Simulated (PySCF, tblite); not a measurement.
Species: C₃H₈FNSi.
Structure used (GFN2-xTB), in Å, numbered top down from 1:
```xyz
14
C3H8FNSi angstrom
C     -0.7119    1.5064   -0.0908
C     -0.5960    0.1872   -0.0792
C     -1.8030   -0.6676   -0.3103
F     -1.7313   -1.8477    0.3966
Si     1.0271   -0.7588    0.1571
N      2.2743    0.4317    0.1806
H     -1.6605    2.0047   -0.2352
H      0.1457    2.1457    0.0242
H     -1.8668   -0.9540   -1.3682
H     -2.7344   -0.1761   -0.0077
H      1.3070   -1.5769   -1.0246
H      0.9120   -1.5935    1.3603
H      2.2106    1.1883    0.8426
H      3.2266    0.1100    0.1324
```

Level of theory: PBE0/def2-SVPD in PySCF (dipole) on a GFN2-xTB geometry, gas phase.

Take the most abundant isotopes and a rigid rotor. The values belong to one conformer with, in the numbering `[CH2:1]=[C:2]([CH2:3][F:4])[SiH2:5][NH2:6]`, C1–C2–C3–F4 -147°, C1–C2–Si5–N6 -6°, C2–Si5–N6–H 55° and -169°.

(1) What are A, B and C (MHz)?

(2) What kind of rotor is it?

(3) What does the inertial defect say?

(4) Give the other two planar moments, Paa and Pbb, and the rms extents of the mass along the axes.

(5) List the rotational levels J(Ka,Kc) to J = 4 (MHz).

(6) Which lines would a microwave search look for?

Results:

(1) Ia = 112.62, Ib = 265.07, Ic = 361.60 u·Å²; 505379 MHz·u·Å²/I gives A = 4487, B = 1907, C = 1398 MHz.

(2) An asymmetric top. Ray's parameter κ = (2B − A − C)/(A − C) = -0.671; −1 is the prolate and +1 the oblate limit.

(3) Not planar: Δ = Ic − Ia − Ib = -16.10 u·Å². For a rigid frame Δ = −2 Σ m c², so Σ m c² = 8.05 u·Å² lies off the ab plane: 5.57 from hydrogen and 2.48 from heavier atoms. The atom farthest from that plane is 1.38 Å away.

(4) Paa = Σ m a² = (Ib + Ic − Ia)/2 = 257.02 and Pbb = Σ m b² = (Ia + Ic − Ib)/2 = 104.57 u·Å². With the mass M = 105.04 u, the rms extents √(P/M) along a, b and c are 1.56, 1.00, 0.28 Å.

(5) Above 0(0,0):
J = 1: 1(0,1) 3304, 1(1,1) 5885, 1(1,0) 6394
J = 2: 2(0,2) 9844, 2(1,2) 11984, 2(1,1) 13511, 2(2,1) 21253, 2(2,0) 21322
J = 3: 3(0,3) 19492, 3(1,3) 21093, 3(1,2) 24141, 3(2,2) 31166, 3(2,1) 31499, 3(3,1) 45382, 3(3,0) 45388
J = 4: 4(0,4) 32091, 4(1,4) 33172, 4(1,3) 38221, 4(2,3) 44330, 4(2,2) 45280, 4(3,2) 58720, 4(3,1) 58759, 4(4,1) 78459, 4(4,0) 78459
Those of J = 1 are B + C, A + C and A + B.

(6) The dipole components are |μa| = 1.16 D, |μb| = 1.45 D, |μc| = 0.10 D. Intensities carry the squares of the components, which stand as 0.64 : 1.00 : 0.00 (a : b : c). Some lines, for components of 0.1 D or more:

```json
{"type": "b", "branch": "R", "J(Ka,Kc)": "3(1,2) ← 2(2,1)", "MHz": "2888", "lower level (cm⁻¹)": "0.709"}
{"type": "a", "branch": "Q", "J(Ka,Kc)": "3(1,2) ← 3(1,3)", "MHz": "3048", "lower level (cm⁻¹)": "0.704"}
{"type": "a", "branch": "R", "J(Ka,Kc)": "2(1,2) ← 1(1,1)", "MHz": "6099", "lower level (cm⁻¹)": "0.196"}
{"type": "b", "branch": "R", "J(Ka,Kc)": "4(1,3) ← 3(2,2)", "MHz": "7055", "lower level (cm⁻¹)": "1.040"}
{"type": "a", "branch": "R", "J(Ka,Kc)": "2(1,1) ← 1(1,0)", "MHz": "7117", "lower level (cm⁻¹)": "0.213"}
{"type": "b", "branch": "R", "J(Ka,Kc)": "3(0,3) ← 2(1,2)", "MHz": "7508", "lower level (cm⁻¹)": "0.400"}
{"type": "b", "branch": "R", "J(Ka,Kc)": "2(1,2) ← 1(0,1)", "MHz": "8680", "lower level (cm⁻¹)": "0.110"}
{"type": "a", "branch": "R", "J(Ka,Kc)": "3(1,2) ← 2(1,1)", "MHz": "10630", "lower level (cm⁻¹)": "0.451"}
{"type": "b", "branch": "R", "J(Ka,Kc)": "4(0,4) ← 3(1,3)", "MHz": "10997", "lower level (cm⁻¹)": "0.704"}
{"type": "b", "branch": "Q", "J(Ka,Kc)": "4(2,3) ← 4(1,4)", "MHz": "11158", "lower level (cm⁻¹)": "1.106"}
{"type": "a", "branch": "R", "J(Ka,Kc)": "4(3,2) ← 3(3,1)", "MHz": "13337", "lower level (cm⁻¹)": "1.514"}
{"type": "a", "branch": "R", "J(Ka,Kc)": "4(2,2) ← 3(2,1)", "MHz": "13782", "lower level (cm⁻¹)": "1.051"}
{"type": "a", "branch": "R", "J(Ka,Kc)": "4(1,3) ← 3(1,2)", "MHz": "14080", "lower level (cm⁻¹)": "0.805"}
{"type": "b", "branch": "R", "J(Ka,Kc)": "3(2,1) ← 2(1,2)", "MHz": "19514", "lower level (cm⁻¹)": "0.400"}
{"type": "b", "branch": "Q", "J(Ka,Kc)": "4(4,0) ← 4(3,1)", "MHz": "19700", "lower level (cm⁻¹)": "1.960"}
{"type": "b", "branch": "Q", "J(Ka,Kc)": "4(4,1) ← 4(3,2)", "MHz": "19739", "lower level (cm⁻¹)": "1.959"}
{"type": "b", "branch": "R", "J(Ka,Kc)": "4(2,2) ← 3(1,3)", "MHz": "24187", "lower level (cm⁻¹)": "0.704"}
{"type": "b", "branch": "R", "J(Ka,Kc)": "4(4,1) ← 3(3,0)", "MHz": "33071", "lower level (cm⁻¹)": "1.514"}
```

Its GFN2-xTB frequencies are all real (lowest 17 cm⁻¹). These are rigid-rotor constants of the computed structure; measured ground-state constants (B0) also hold zero-point vibration. A rigid rotor knows nothing of inversion at nitrogen, which can split or shift real lines. Quadrupole hyperfine structure (14N) is left out.
